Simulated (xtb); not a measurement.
Ge(Me)4 (C4H12Ge), SMILES [CH3][Ge]([CH3])([CH3])[CH3]. All values are semi-empirical tight-binding results from xtb (GFN2-xTB unless named), good for trends rather than for accurate numbers. The structure is a stationary point at GFN2-xTB. The isomer is the one that the SMILES or the coordinates give; other isomers of the formula were not compared.

For metal compounds this method's bond lengths and energies can be far off.

- point group as xtb finds it: Td
- orbital gap: 8.64 eV
- zero-point energy: 90.1 kcal/mol
- G − E(el) at 298.15 K (modified RRHO): 69.5 kcal/mol
